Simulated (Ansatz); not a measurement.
**Molecular dynamics of GaH$_{6}$NO**

The input (input.yaml):

```yaml
crystal:
  periodic: [false, false, false]
  atoms:
    - { symbol: Ga, position_ang: [0.089222, 0.311444, -0.018601] }
    - { symbol: O, position_ang: [-0.180457, -0.014838, 1.952746] }
    - { symbol: H, position_ang: [-1.02743, -0.343372, 2.278961] }
    - { symbol: H, position_ang: [1.50355, -0.209725, -0.411875] }
    - { symbol: H, position_ang: [-1.263108, 0.047395, -0.758889] }
    - { symbol: "N", position_ang: [0.118942, 2.082181, 0.86117] }
    - { symbol: H, position_ang: [1.002153, 2.587581, 0.918953] }
    - { symbol: H, position_ang: [-0.614664, 2.753182, 0.638506] }
    - { symbol: H, position_ang: [-0.129208, 1.144754, 1.834428] }
basis:
  gaussian: { orbitals: def2-SVP }
hamiltonian:
  xc: cam_b3lyp
  dispersion: d4
md:
  timestep: 0.5
  n_steps: 200
  ensemble: nve
  temperature: 100.0
  initial_velocities: maxwell_boltzmann
  seed: 8469
```

Launched with:

```bash
$ ansatz run input.yaml --threads 2 --pin off --max-ram 3072MiB --backend cpu --events-out ev --progress --plain --runs-dir out
```

It starts at the highest image of a converged band, a first-order saddle point between two minima.

Output, in part (step lines, the closing report, with atoms numbered from 0):

```
md step     0: t =     0.00 fs  T =   100.0 K  F+E_penalty+E_count = -56005.78594476 eV  E_kin = 0.090482 eV  conserved = -56005.69546277 eV  (26 SCF iters)
md step     1: t =     0.50 fs  T =    95.7 K  F+E_penalty+E_count = -56005.78191070 eV  E_kin = 0.086564 eV  conserved = -56005.69534638 eV  (27 SCF iters)
md step     2: t =     1.00 fs  T =    84.8 K  F+E_penalty+E_count = -56005.77187006 eV  E_kin = 0.076748 eV  conserved = -56005.69512215 eV  (27 SCF iters)
md step     3: t =     1.50 fs  T =    71.1 K  F+E_penalty+E_count = -56005.75924386 eV  E_kin = 0.064365 eV  conserved = -56005.69487915 eV  (27 SCF iters)
md step     4: t =     2.00 fs  T =    58.7 K  F+E_penalty+E_count = -56005.74780790 eV  E_kin = 0.053113 eV  conserved = -56005.69469530 eV  (24 SCF iters)
md step     5: t =     2.50 fs  T =    50.6 K  F+E_penalty+E_count = -56005.74044409 eV  E_kin = 0.045824 eV  conserved = -56005.69462050 eV  (24 SCF iters)
md step     6: t =     3.00 fs  T =    48.3 K  F+E_penalty+E_count = -56005.73833046 eV  E_kin = 0.043661 eV  conserved = -56005.69466992 eV  (25 SCF iters)
md step     7: t =     3.50 fs  T =    50.7 K  F+E_penalty+E_count = -56005.74069363 eV  E_kin = 0.045871 eV  conserved = -56005.69482279 eV  (26 SCF iters)
[... lines left out ...]
Total energy: -56005.96714241 eV, -2058.1813302756 hartree
Atom 0 at     0.060079     0.348606     0.147583 Å, force     0.068096    -0.003336    -1.890318 eV/Å
Atom 1 at    -0.298107    -0.576231     1.577358 Å, force    -0.457212    -0.470887     2.011586 eV/Å
Atom 2 at     0.406295    -0.544449     2.232928 Å, force    -0.030569    -0.281432     0.037330 eV/Å
Atom 3 at     1.514522     0.072486    -0.318369 Å, force     0.455860     0.091265    -0.364967 eV/Å
Atom 4 at    -1.234089     0.412212    -0.759988 Å, force     0.149055     0.120995    -0.049320 eV/Å
Atom 5 at     0.255333     2.389681     0.567732 Å, force    -0.409527     0.427396     2.355836 eV/Å
Atom 6 at     1.140347     2.744484     0.196694 Å, force    -0.242246     0.099751     0.070298 eV/Å
Atom 7 at    -0.554563     2.760977     0.053070 Å, force     0.415882     0.277622     0.404111 eV/Å
Atom 8 at     0.186674     2.601064     1.636585 Å, force     0.050661    -0.261374    -2.574557 eV/Å
Dipole moment:     0.349406     1.259711     0.279349 e Å
```

The steps, from the saved trajectory:

```json
{"time (fs)": "0", "T (K)": "100", "potential energy less start (eV)": "0.000", "conserved less start (meV/atom)": "0.00"}
{"time (fs)": "3", "T (K)": "48", "potential energy less start (eV)": "0.048", "conserved less start (meV/atom)": "0.09"}
{"time (fs)": "6", "T (K)": "46", "potential energy less start (eV)": "0.049", "conserved less start (meV/atom)": "0.06"}
{"time (fs)": "9", "T (K)": "78", "potential energy less start (eV)": "0.020", "conserved less start (meV/atom)": "0.01"}
{"time (fs)": "12", "T (K)": "87", "potential energy less start (eV)": "0.013", "conserved less start (meV/atom)": "0.12"}
{"time (fs)": "15", "T (K)": "273", "potential energy less start (eV)": "-0.157", "conserved less start (meV/atom)": "-0.03"}
{"time (fs)": "18", "T (K)": "272", "potential energy less start (eV)": "-0.155", "conserved less start (meV/atom)": "0.10"}
{"time (fs)": "21", "T (K)": "372", "potential energy less start (eV)": "-0.246", "conserved less start (meV/atom)": "-0.03"}
{"time (fs)": "24", "T (K)": "401", "potential energy less start (eV)": "-0.272", "conserved less start (meV/atom)": "0.08"}
{"time (fs)": "27", "T (K)": "572", "potential energy less start (eV)": "-0.429", "conserved less start (meV/atom)": "-0.13"}
{"time (fs)": "30", "T (K)": "613", "potential energy less start (eV)": "-0.465", "conserved less start (meV/atom)": "-0.14"}
{"time (fs)": "33", "T (K)": "514", "potential energy less start (eV)": "-0.373", "conserved less start (meV/atom)": "0.10"}
{"time (fs)": "36", "T (K)": "607", "potential energy less start (eV)": "-0.461", "conserved less start (meV/atom)": "-0.19"}
{"time (fs)": "39", "T (K)": "492", "potential energy less start (eV)": "-0.354", "conserved less start (meV/atom)": "0.05"}
{"time (fs)": "42", "T (K)": "471", "potential energy less start (eV)": "-0.335", "conserved less start (meV/atom)": "0.08"}
{"time (fs)": "45", "T (K)": "551", "potential energy less start (eV)": "-0.409", "conserved less start (meV/atom)": "-0.11"}
{"time (fs)": "48", "T (K)": "449", "potential energy less start (eV)": "-0.313", "conserved less start (meV/atom)": "0.22"}
{"time (fs)": "51", "T (K)": "506", "potential energy less start (eV)": "-0.367", "conserved less start (meV/atom)": "-0.01"}
{"time (fs)": "54", "T (K)": "469", "potential energy less start (eV)": "-0.334", "conserved less start (meV/atom)": "0.01"}
{"time (fs)": "57", "T (K)": "405", "potential energy less start (eV)": "-0.274", "conserved less start (meV/atom)": "0.23"}
{"time (fs)": "60", "T (K)": "512", "potential energy less start (eV)": "-0.374", "conserved less start (meV/atom)": "-0.13"}
{"time (fs)": "63", "T (K)": "352", "potential energy less start (eV)": "-0.227", "conserved less start (meV/atom)": "0.09"}
{"time (fs)": "66", "T (K)": "312", "potential energy less start (eV)": "-0.190", "conserved less start (meV/atom)": "0.12"}
{"time (fs)": "69", "T (K)": "424", "potential energy less start (eV)": "-0.295", "conserved less start (meV/atom)": "-0.20"}
{"time (fs)": "72", "T (K)": "314", "potential energy less start (eV)": "-0.193", "conserved less start (meV/atom)": "0.12"}
{"time (fs)": "75", "T (K)": "419", "potential energy less start (eV)": "-0.289", "conserved less start (meV/atom)": "-0.03"}
{"time (fs)": "78", "T (K)": "525", "potential energy less start (eV)": "-0.387", "conserved less start (meV/atom)": "-0.22"}
{"time (fs)": "81", "T (K)": "406", "potential energy less start (eV)": "-0.275", "conserved less start (meV/atom)": "0.13"}
{"time (fs)": "84", "T (K)": "554", "potential energy less start (eV)": "-0.412", "conserved less start (meV/atom)": "-0.16"}
{"time (fs)": "87", "T (K)": "590", "potential energy less start (eV)": "-0.446", "conserved less start (meV/atom)": "-0.20"}
{"time (fs)": "90", "T (K)": "429", "potential energy less start (eV)": "-0.297", "conserved less start (meV/atom)": "0.11"}
{"time (fs)": "93", "T (K)": "441", "potential energy less start (eV)": "-0.310", "conserved less start (meV/atom)": "-0.18"}
{"time (fs)": "96", "T (K)": "340", "potential energy less start (eV)": "-0.218", "conserved less start (meV/atom)": "-0.12"}
{"time (fs)": "99", "T (K)": "280", "potential energy less start (eV)": "-0.162", "conserved less start (meV/atom)": "0.08"}
```

The run went to its last step. The conserved energy stayed within 0.27 meV per atom of its start (net change 0.053 meV per atom), so the integration is sound. The kinetic energy rose, since the run started high on the potential surface and went downhill. A run of 0.1 ps of so small a system gives no equilibrium averages. The orbitals stay closed-shell, which can raise the energy where a bond breaks towards radicals; this wasn't checked here.

Between its relaxed ends the band would form O2–H9 and break N6–H9. These pairs go: O2–H9 1.17 → 3.21 Å, N6–H9 1.37 → 1.09 Å. In the last frame they stand as before the step (other bonds may differ from the relaxed reactants and products). It ends as one piece, GaH6NO. Pairs count as bonded within 1.25 times the sum of covalent radii (0.12 Å more for H–H).

Last frame:

```xyz
9
Properties=species:S:1:pos:R:3
Ga 0.060 0.349 0.148
O -0.298 -0.576 1.577
H 0.406 -0.544 2.233
H 1.514 0.072 -0.318
H -1.234 0.412 -0.760
N 0.255 2.390 0.568
H 1.140 2.744 0.197
H -0.555 2.761 0.053
H 0.187 2.601 1.637
```

The run took 9.5 min on 2 threads of Intel(R) Xeon(R) Platinum 8259CL CPU @ 2.50GHz (Skylake/Cascade Lake), on a shared host, peak memory 0.23 GiB.
